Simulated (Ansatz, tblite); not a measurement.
Series TeX2: vertical triplet (eV) at several levels, gas phase, relaxed structures; Ansatz, xTB through tblite. Core potentials for Te in the def2 sets, no spin–orbit coupling. xTB has no spin-polarisation term. The structures are stationary points that may keep the symmetry of their start.

```csv
species,state,geometry,GFN1-xTB,GFN2-xTB,PBE-D4/def2-TZVP,r2SCAN-D4/def2-TZVP,PBE0-D4/def2-TZVP
TeBr2,singlet,r2SCAN-D4/def2-TZVP,2.42,2.86,1.50,1.48,1.62
TeH2,singlet,PBE0-D4/def2-TZVP,4.92,4.27,3.78,3.75,3.79
TeF2,singlet,PBE0-D4/def2-TZVP,2.70,3.22,1.52,1.45,1.56
Te(CN)2 (TeC2N2),singlet,B3LYP-D4/def2-SVP,3.75,3.47,2.98,2.94,3.05
Te(CCH)2 (C4H2Te),singlet,PBE-D4/def2-SVP,3.65,3.44,2.91,2.90,3.06
Te(SiH3)2 (Si2TeH6),singlet,r2SCAN-D4/def2-SVP,5.14,4.05,3.88,4.00,4.02
TeMe2 (C2H6Te),singlet,PBE-D4/def2-TZVP,3.89,4.11,3.17,3.17,3.24
Te(GeH3)2 (Ge2TeH6),singlet,PBE-D4/def2-SVP,4.79,4.19,3.48,3.55,3.62
```

Over the 8 species that have every level, the mean is 3.91 at GFN1-xTB, 3.70 at GFN2-xTB, 2.90 at PBE-D4/def2-TZVP, 2.91 at r2SCAN-D4/def2-TZVP, 3.00 at PBE0-D4/def2-TZVP.
